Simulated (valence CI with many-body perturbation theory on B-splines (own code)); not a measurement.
Dy⁶¹⁺: calculated level list

Level of theory: configuration interaction combined with many-body perturbation theory (CI+MBPT): three valence electrons over a frozen Dirac-Fock core [He], radial functions for each j: 11 s, 11 p, 10 d, 8 f, 5 g, 2 h, with the one-electron correlation potential Σ1, the two-electron term Σ2, the three-electron term Σ3, Breit, model QED; selected CI, second order for the rest, scaled by the run's own slope (own B-spline code, finite nucleus).

The last digits are not significant, and no measured levels were compared; by estimate large intervals hold to a few tenths of a per cent, small ones and those within an open d or f shell to about a per cent.

Levels 1 to 45 of 165, with energies above the lowest level, (2s^2 2p1/2) J=1/2. "Leading %" is the weight of the configuration and term that name the level; weights of strongly mixed levels are sums over their largest components and can fall short, so below about 35 % the name and the second component can differ from the true leading terms, or belong to a minority configuration. In the jj column 3d3/2^4 stands for four electrons in 3d with j = 3/2. Lifetimes count E1, E2, E3, M1 and M2 decay at the calculated energies, and are blank where another channel may lead or the interval is too uncertain; long ones can be off by a factor of two.

```csv
No.,Configuration,Term,J,E (eV),Leading %,Second component,g,Lifetime,Leading jj
1,2s2.2p,2P°,1/2,0.0,100,,0.627,,2s^2 2p1/2 (100 %)
2,2s.2p2,4P,1/2,223.7,52,31 % 2s.2p2 2S,2.070,56.1 ps,2s 2p1/2^2 (99 %)
3,2s2.2p,2P°,3/2,871.8,99,,1.305,84.1 ps,2s^2 2p3/2 (99 %)
4,2s.2p2,4P,3/2,1028.4,90,7 % 2s.2p2 2D,1.631,30.9 ps,2s 2p1/2 2p3/2 (100 %)
5,2s.2p2,2D,5/2,1066.1,62,38 % 2s.2p2 4P,1.321,150 ps,2s 2p1/2 2p3/2 (100 %)
6,2s.2p2,2P,1/2,1128.4,69,30 % 2s.2p2 4P,1.257,226 fs,2s 2p1/2 2p3/2 (99 %)
7,2s.2p2,2D,3/2,1130.2,62,36 % 2s.2p2 2P,0.974,257 fs,2s 2p1/2 2p3/2 (100 %)
8,2p3,2P°,3/2,1364.4,48,27 % 2p3 2D°,1.326,334 fs,2p1/2^2 2p3/2 (99 %)
9,2s.2p2,4P,5/2,1918.1,62,38 % 2s.2p2 2D,1.418,1.14 ps,2s 2p3/2^2 (100 %)
10,2s.2p2,2S,1/2,2012.5,69,18 % 2s.2p2 4P,1.913,282 fs,2s 2p3/2^2 (100 %)
11,2s.2p2,2P,3/2,2013.3,61,31 % 2s.2p2 2D,1.176,156 fs,2s 2p3/2^2 (100 %)
12,2p3,4S°,3/2,2194.1,55,45 % 2p3 2D°,1.438,165 fs,2p1/2 2p3/2^2 (100 %)
13,2p3,2D°,5/2,2216.2,100,,1.169,178 fs,2p1/2 2p3/2^2 (100 %)
14,2p3,2P°,1/2,2265.5,100,,0.627,149 fs,2p1/2 2p3/2^2 (100 %)
15,2p3,2P°,3/2,3104.7,52,28 % 2p3 2D°,1.288,110 fs,2p3/2^3 (100 %)
16,2s2.3s,2S,1/2,8156.5,98,,1.986,5.88 fs,2s^2 3s (98 %)
17,2s2.3p,2P°,1/2,8231.7,96,,0.664,152 fs,2s^2 3p1/2 (96 %)
18,2s.2p.3s,4P°,1/2,8306.1,85,13 % 2s.2p.3s 2P°,2.357,6.58 fs,2s 2p1/2 3s (98 %)
19,2s.2p.3s,4P°,3/2,8330.4,60,40 % 2s.2p.3s 2P°,1.541,5.87 fs,2s 2p1/2 3s (99 %)
20,2s.2p.3s,2P°,1/2,8356.9,94,5 % 2s.2p.3s 4P°,0.714,7.88 fs,2s 2p1/2 3s (99 %)
21,2s.2p.3p,4D,1/2,8369.5,72,20 % 2s.2p.3p 2P,0.266,8.27 fs,2s 2p1/2 3p1/2 (100 %)
22,2s.2p.3p,4D,3/2,8395.0,40,32 % 2s.2p.3p 2D,1.099,3.10 fs,2s 2p1/2 3p1/2 (99 %)
23,2s.2p.3p,4P,1/2,8432.9,46,30 % 2s.2p.3p 2S,1.935,6.42 fs,2s 2p1/2 3p1/2 (99 %)
24,2s2.3p,2P°,3/2,8490.0,97,,1.324,93.6 fs,2s^2 3p3/2 (97 %)
25,2s2.3d,2D,3/2,8542.1,98,,0.790,938 as,2s^2 3d3/2 (98 %)
26,2p2.3s,4P,1/2,8574.8,42,28 % 2p2.3s 2S,1.939,6.64 fs,2p1/2^2 3s (91 %)
27,2s2.3d,2D,5/2,8612.1,96,,1.192,1.01 fs,2s^2 3d5/2 (96 %)
28,2p2.3p,2P°,1/2,8636.6,43,37 % 2p2.3p 4D°,0.640,1.41 fs,2p1/2^2 3p1/2 (94 %)
29,2s.2p.3p,4P,3/2,8637.6,31,27 % 2s.2p.3p 4D,1.393,8.48 fs,2s 2p1/2 3p3/2 (100 %)
30,2s.2p.3p,4D,5/2,8666.9,43,37 % 2s.2p.3p 2D,1.320,31.4 fs,2s 2p1/2 3p3/2 (97 %)
31,2s.2p.3p,2D,3/2,8669.5,43,23 % 2s.2p.3p 2P,1.244,3.78 fs,2s 2p1/2 3p3/2 (99 %)
32,2s.2p.3p,2P,1/2,8677.1,41,18 % 2s.2p.3p 2S,1.368,2.60 fs,2s 2p1/2 3p3/2 (92 %)
33,2s.2p.3d,4F°,3/2,8678.5,70,13 % 2s.2p.3d 2D°,0.566,3.70 fs,2s 2p1/2 3d3/2 (100 %)
34,2s.2p.3d,4F°,5/2,8706.2,45,30 % 2s.2p.3d 2F°,1.013,5.18 fs,2s 2p1/2 3d3/2 (98 %)
35,2s.2p.3d,2P°,3/2,8723.2,29,26 % 2s.2p.3d 4D°,1.178,768 as,2s 2p1/2 3d3/2 (98 %)
36,2s.2p.3d,4D°,1/2,8728.5,53,37 % 2s.2p.3d 2P°,0.435,897 as,2s 2p1/2 3d3/2 (96 %)
37,2s.2p.3d,4P°,5/2,8760.0,34,29 % 2s.2p.3d 4D°,1.310,1.00 fs,2s 2p1/2 3d5/2 (99 %)
38,2s.2p.3d,2F°,7/2,8785.9,38,38 % 2s.2p.3d 4F°,1.228,1.04 fs,2s 2p1/2 3d5/2 (100 %)
39,2s.2p.3d,2F°,5/2,8797.1,49,23 % 2s.2p.3d 2D°,1.069,1.04 fs,2s 2p1/2 3d5/2 (98 %)
40,2s.2p.3d,2P°,3/2,8797.6,39,34 % 2s.2p.3d 2D°,1.103,1.04 fs,2s 2p1/2 3d5/2 (96 %)
41,2p2.3p,2P°,3/2,8909.8,33,20 % 2p2.3p 4D°,1.322,3.57 fs,2p1/2^2 3p3/2 (96 %)
42,2p2.3d,2D,3/2,8948.3,42,32 % 2p2.3d 4F,0.784,5.45 fs,2p1/2^2 3d3/2 (98 %)
43,2p2.3d,2D,5/2,9030.6,35,18 % 2p2.3d 4D,1.190,1.06 fs,2p1/2^2 3d5/2 (98 %)
44,2s.2p.3s,4P°,5/2,9180.0,100,,1.572,8.50 fs,2s 2p3/2 3s (100 %)
45,2s.2p.3s,2P°,3/2,9203.5,77,23 % 2s.2p.3s 4P°,1.391,5.18 fs,2s 2p3/2 3s (100 %)
```

The ionisation energy to 2s2 1S_0 of the next ion comes out as 14489 eV (NIST: 14495 ± 12 eV (theoretical)). All 165 levels together are meant to be complete up to 11812.3 eV.
